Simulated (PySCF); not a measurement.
CBr⁺: from constants to spectrum

RHF-CCSD(T) constants of CBr⁺, ¹Σ⁺ (singlet), closed shell (PySCF, no relativity, basis sets C def2-TZVPPD, Br def2-TZVPPD; masses 12.0000 and 78.9183 u):

* ωe: 967.0 cm⁻¹
* ωexe: 4.58 cm⁻¹
* Be: 0.55546 cm⁻¹
* αe: 0.00386 cm⁻¹
* D (centrifugal): 7.33e-07 cm⁻¹
* De to C⁺ + Br: 6.05 eV

Give the vibrational terms G(v) and spacings up to v = 6.

G(v) = ωe(v+½) − ωexe(v+½)².

| v | G(v) (cm⁻¹) | G(v) − G(v−1) | Bv (cm⁻¹) |
| --- | --- | --- | --- |
| 0 | 482.4 |  | 0.5535 |
| 1 | 1440.2 | 957.8 | 0.5497 |
| 2 | 2388.9 | 948.7 | 0.5458 |
| 3 | 3328.4 | 939.5 | 0.5419 |
| 4 | 4258.8 | 930.4 | 0.5381 |
| 5 | 5180.0 | 921.2 | 0.5342 |
| 6 | 6092.0 | 912.0 | 0.5304 |

How well does the Morse estimate ωe²/(4ωexe) reproduce De, and what is D0?

It gives 6.33 eV, 105 % of the computed De. D0 = De − G(0) = 6.05 − 0.06 = 5.99 eV.

Correlated steps freeze 10 core orbitals. For an ion De counts to the pair picked by the measured ionisation energies or electron affinities, which need not be the lowest pair at this level. Where the molecule has an RHF reference, its open-shell atoms are computed with UHF. The CCSD T1 diagnostic is raised, a sign that a single reference may not be enough here.
